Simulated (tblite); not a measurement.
Run record: tight-binding relaxation, `C=C1CO[C@H]([O][GeH3])C[SiH2]1`.

Computed with GFN2-xTB geometry optimisation, gas phase (tblite 0.8.0). Start geometry: from a force field or distance geometry. The input is one job of a driver script: a line of settings, then coordinates in Å.

Command:
```bash
OMP_NUM_THREADS=1 python probes_run.py task.json out
```

Input:
```
{"job": {"kind": "relax", "xc": "GFN2-xTB", "basis": "xTB"}, "charge": 0, "multiplicity": 1}
C     -2.884200     1.133500    -0.656400
C     -1.783100     0.452800    -0.394000
C     -0.482300     0.733200    -1.124300
O      0.447200    -0.313200    -1.033800
C      0.904200    -0.484900     0.318600
O      2.189800    -1.050100     0.293800
Ge     3.372100     0.209800    -0.248600
C     -0.021600    -1.448100     1.044500
Si    -1.768400    -0.796700     0.986700
H     -2.905600     1.892000    -1.429700
H     -3.813400     0.952100    -0.105900
H     -0.730400     0.861000    -2.204200
H     -0.058900     1.701400    -0.771500
H      0.922800     0.473400     0.890300
H      3.361000     1.404200     0.752300
H      2.989500     0.714100    -1.648200
H      4.793900    -0.406000    -0.286800
H      0.286500    -1.579500     2.098100
H     -0.008300    -2.440900     0.545000
H     -2.090400    -0.118800     2.258400
H     -2.729400    -1.872500     0.715500
```

Output:
```
step      E/eV     max force
  0    -777.85969    1.306
  1    -777.97324    0.832
  2    -778.04411    0.560
  3    -778.07232    0.430
  4    -778.09207    0.320
  5    -778.10643    0.330
  6    -778.11918    0.259
  7    -778.12982    0.242
  8    -778.13840    0.216
  9    -778.14545    0.192
... (143 lines left out)
153    -778.45311    0.019
154    -778.45319    0.021
155    -778.45326    0.016
156    -778.45332    0.012
157    -778.45336    0.015
158    -778.45340    0.015
159    -778.45344    0.012
160    -778.45346    0.013
161    -778.45349    0.011
162    -778.45351    0.010
```

«max force» is the largest atomic force in eV/Å.

In short: energy lowered by 13.7 kcal/mol over 162 steps; largest atomic force 0.010 eV/Å at the end.

The run took 2.9 s of wall time on one thread of an Arm Neoverse N1, shared host with 64 logical CPUs at a one-minute load of 60.
Labels such as C1 count atoms from 1, the log's own numbers from 0.
